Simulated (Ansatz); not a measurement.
Program: Ansatz. Geometries: PBE0-D4/def2-TZVP. ΔE: electronic, gas phase. CBS: MP2 limit from def2 TZ/QZ plus the TZ coupled-cluster correction, frozen cores. This one scheme is used for every species. Each species was taken in one conformer, which may not be the lowest.

Consider the cleavage of the Si–Si bond: `O[SiH2][SiH2]P` + HCl → `P[SiH2]Cl` + `O[SiH3]`.

`O[SiH2][SiH2]P`:

Z-matrix (Å, degrees):
```
Si
Si 1 2.336
O 1 1.655 2 105.5
H 1 1.493 2 109.8 3 119.9
H 1 1.493 2 112.6 3 -121.2
P 2 2.260 1 112.2 3 -52.4
H 2 1.489 1 111.0 3 68.2
H 2 1.490 1 109.7 3 -172.5
H 3 0.958 1 117.7 2 -179.4
H 6 1.422 2 93.6 1 -49.1
H 6 1.421 2 93.3 1 44.4
```

HCl:

Cartesian coordinates in Å:
```
Cl 0.317 0.538 -0.139
H -0.317 -0.538 0.139
```

`P[SiH2]Cl`:

```xyz
7

P    -1.345    0.264   -0.683
Si    0.470   -0.376    0.475
Cl    1.163   -2.132   -0.342
H    -0.570    0.768   -1.762
H    -1.382    1.520   -0.013
H     0.075   -0.639    1.880
H     1.589    0.596    0.444
```

`O[SiH3]`:

Cartesian coordinates in Å:
```
O -0.716 -1.057 0.111
Si 0.338 0.204 0.002
H -1.645 -0.877 -0.032
H 0.311 0.828 -1.349
H 1.680 -0.363 0.267
H 0.032 1.265 1.001
```

```tsv
species	MP2/def2-QZVPP energy (Eh)
`O[SiH2][SiH2]P`	-998.38772
HCl	-460.33593
`P[SiH2]Cl`	-1092.13324
`O[SiH3]`	-366.62980
```

Work out ΔE.

ΔE = (-1092.13324) + (-366.62980) − (-998.38772) − (-460.33593) = -0.03939 Eh = -103.4 kJ/mol. CCSD(T)/CBS gives -94.4 kJ/mol.

Largest T1 diagnostic among the species: 0.013.

From PBE to PBE0 (25 % exact exchange), in def2-TZVPP and without D4, ΔE moves by −5.5 kJ/mol. In def2-TZVPP, CCSD(T) changes the Hartree–Fock value by +24.0 kJ/mol (the triples alone add +2.6 kJ/mol) and MP2 by +13.9 kJ/mol.
